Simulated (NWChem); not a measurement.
# AlNH2F2; SMILES [NH2][Al]([F])[F]

```xyz
6

Al     0.0001    -0.0399     0.0000
F     -1.4147    -0.8979     0.0000
F      1.4248    -0.8814     0.0000
N     -0.0095     1.7089     0.0000
H      0.8206     2.2892     0.0000
H     -0.8454     2.2810     0.0000
```
Atoms are numbered in this order, from 1.

Results from NWChem. Pople sets run with spherical d functions. Medium grid unless said otherwise, to which SCAN and Minnesota functionals are sensitive. The geometry was optimised at PBE0/def2-SVP. Hybrids' shares of exact exchange are those that their runs print; pure functionals count as 0. The functionals differ in more than this share.

| row | share of exact exchange | highest occupied level (eV) |
|---|---|---|
| PBE/6-31G* | 0.00 | -6.15 |
| RPBE/6-31G* | 0.00 | -6.11 |
| TPSSh/6-31G* | 0.10 | -6.86 |
| B3LYP/6-31G* | 0.20 | -7.39 |
| B97-2/6-31G* | 0.21 | -7.41 |
| r2SCAN0/6-31G* | 0.25 | withheld |
| MN15/6-31G* | 0.44 | -8.45 |
| BHandHLYP/6-31G* | 0.50 | -9.10 |

Problem. Fit a straight line of the last column on the one before it, predict the withheld value, and compare with the run.

Solution. 
1. Means of the 7 shown rows: x = 0.207, y = -7.353. Slope Σ(x − x̄)(y − ȳ)/Σ(x − x̄)² = -1.326/0.2373 = -5.589; intercept -6.195.
2. The shown rows scatter about the line by 0.108 (root mean square); the largest residual is +0.20, at MN15/6-31G*.
3. At x = 0.25 (r2SCAN0/6-31G*; inside the shown range) the line gives -7.59.
4. The run gives -7.94, -0.35 from the line, 3.2 times the scatter.
